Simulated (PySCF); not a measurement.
**Which determinant of GaC lies lowest?**

Unrestricted PBE0; basis Ga x2c-TZVPPall, C x2c-TZVPPall; spin-free X2C with a Gaussian nucleus; PySCF 2.14. Outer shells of the fragments: Ga 3d10 4s2 4p1; C 2s2 2p2.

Followed along the bond (rough minima from three points):

```json
{"2Ms+1": "4", "unpaired": "σ ↑, π ↑↑", "⟨S²⟩ at the start": "3.76", "R at minimum (Å)": "2.00", "Te (eV)": "0.00"}
{"2Ms+1": "2", "unpaired": "σ ↓, π ↑↑", "⟨S²⟩ at the start": "1.77", "R at minimum (Å)": "1.98", "Te (eV)": "0.52"}
{"2Ms+1": "2", "unpaired": "σ ↑, π ↑↓", "⟨S²⟩ at the start": "1.76", "R at minimum (Å)": "1.99", "Te (eV)": "0.59"}
{"2Ms+1": "2", "unpaired": "π ↑", "⟨S²⟩ at the start": "0.83", "R at minimum (Å)": "1.84", "Te (eV)": "1.50"}
```

Solutions found at the starting distance of 1.915 Å, counted from the lowest of them; the search is not exhaustive and high or unbound solutions are not listed, so other states can lie among these:

```csv
2Ms+1,unpaired,term,E (eV),⟨S²⟩,⟨Lz²⟩,μ (D)
4,"σ ↑, π ↑↑",⁴Σ⁻,0.00,3.76,0.00,-1.88
2,"σ ↓, π ↑↑",mixed,0.51,1.77,0.00,-2.28
2,"σ ↑, π ↑↓",mixed,0.59,1.76,2.01,-2.05
2,π ↑,²Π,1.50,0.83,1.01,-3.17
2,σ ↑,mixed,1.67,0.76,2.00,-1.86
2,π ↑,²Π,1.91,0.75,1.00,-0.79
4,π ↑↑↑,⁴Π,3.47,3.76,1.00,-0.89
4,"σ ↑↑, π ↑",⁴Π,3.52,3.82,1.01,-3.21
```

A term symbol is given only where ⟨S²⟩ and ⟨Lz²⟩ are close to those of a pure state; real π, δ and φ orbitals otherwise mix terms. A positive dipole means Ga(−)C(+).

Spin–orbit coupling is left out.
